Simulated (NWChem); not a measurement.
# OPb in NWChem

```xyz
2

Pb     0.0000     0.0000     0.1746
O      0.0000     0.0000    -1.7900
```
Charge 0, spin multiplicity 1.

Program: NWChem. The geometry was optimised at PBE/def2-SVP with def2 effective core potentials on Pb, a minimum by its harmonic frequencies.

Symmetry labels belong to the abelian group C2v used in the runs, with the axes of the coordinates shown; states degenerate in a higher group split over its labels.

Effective core potentials replace the inner electrons of Pb; spin-orbit coupling is left out. The correlated methods keep 5 core orbitals frozen. The structure started from a generated list of species.

### Question
List the 4 singlet excitations that EOM-CCSD/def2-SVPD with def2 effective core potentials on Pb, 5 core orbitals frozen gives, with oscillator strengths.

### Answer
```csv
state,symmetry,energy (eV),wavelength (nm),f
1,a2,3.10,400,0.000
2,a1,3.11,398,0.000
3,b1,3.36,369,0.016
4,b2,3.36,369,0.016
```
These are the lowest roots of each symmetry, so higher states are missing between them.
